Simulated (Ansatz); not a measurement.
`[OH][GaH][BH]BF` and `[OH][GaH][BH][SiH3]` differ in one atom or group.

Ansatz, PBE0-D4/def2-TZVP geometries, multiplicity 1. Each molecule was computed in one conformer, which needn't be the lowest.

Scalar relativity is left out up to krypton.

| property | `[OH][GaH][BH]BF` |
| --- | --- |
| LUMO energy (ωB97M-V/def2-TZVPP) / eV | -0.82 |
| HOMO energy (PBE0/def2-TZVPP) / eV | -7.58 |
| HOMO–LUMO gap (PBE/def2-TZVPP) / eV | 2.64 |
| HOMO–LUMO gap (ωB97M-V/def2-TZVPP) / eV | 8.89 |
| HOMO energy (ωB97M-V/def2-TZVPP) / eV | -9.70 |
| size of the dipole moment (ωB97M-V/def2-TZVPP) / D | 1.75 |

Q: What does the change do to each property? (An estimate is asked.)

A: Computed: 
```csv
property,`[OH][GaH][BH][SiH3]`,shift
LUMO energy (ωB97M-V/def2-TZVPP) / eV,-0.86,-0.04
HOMO energy (PBE0/def2-TZVPP) / eV,-7.57,0.01
HOMO–LUMO gap (PBE/def2-TZVPP) / eV,2.64,0.00
HOMO–LUMO gap (ωB97M-V/def2-TZVPP) / eV,8.80,-0.09
HOMO energy (ωB97M-V/def2-TZVPP) / eV,-9.67,0.03
size of the dipole moment (ωB97M-V/def2-TZVPP) / D,1.36,-0.39
```

The zero-point energy changes by 24.3 kJ/mol with +3 modes. Dipoles are sizes alone; their direction can turn.
